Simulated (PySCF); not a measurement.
# Radial density of In⁺ (indium, charge +1)

r2SCAN0, [Kr] 4d10 5s1 6s1, high-spin 3S determinant (an excited configuration). Calculation: PySCF 2.14, in aug-cc-pwCVDZ-PP with ECP28MDF (6s5p4d1f, 48 functions); scalar relativity through the core potential. This is the valence pseudo-density: the core potential removes the inner electrons and smooths the orbitals near the nucleus.

| r (bohr) | 4πr²ρ (e/bohr) | 4πr²(ρα − ρβ) |
| --- | --- | --- |
| 0.0165 | 1.745e-05 | 0.0000 |
| 0.0278 | 4.349e-05 | 0.0000 |
| 0.0468 | 0.0001011 | 0.0000 |
| 0.0787 | 0.0004156 | 0.0000 |
| 0.132 | 0.004872 | 0.0000 |
| 0.223 | 0.07827 | -0.0002 |
| 0.375 | 1.654 | 0.0094 |
| 0.630 | 15.70 | 0.0815 |
| 1.06 | 17.25 | -0.0483 |
| 1.78 | 3.628 | 0.6093 |
| 3.00 | 0.4221 | 0.3105 |
| 5.04 | 0.2271 | 0.2262 |
| 8.48 | 0.08117 | 0.0811 |
| 14.3 | 0.001039 | 0.0010 |

Energies and moments cover only the electrons outside the core potential. The outer electron is Rydberg-like, and this basis confines it to a smaller radius and binds it less than a complete one would.

(1) Where is the radial spin density 4πr²(ρα − ρβ) most negative, and why is it negative at all?

Results:

(1) Around r = 1.06 bohr, down to -0.0483 e/bohr: exchange with the open shell polarises the paired shells in an unrestricted calculation.
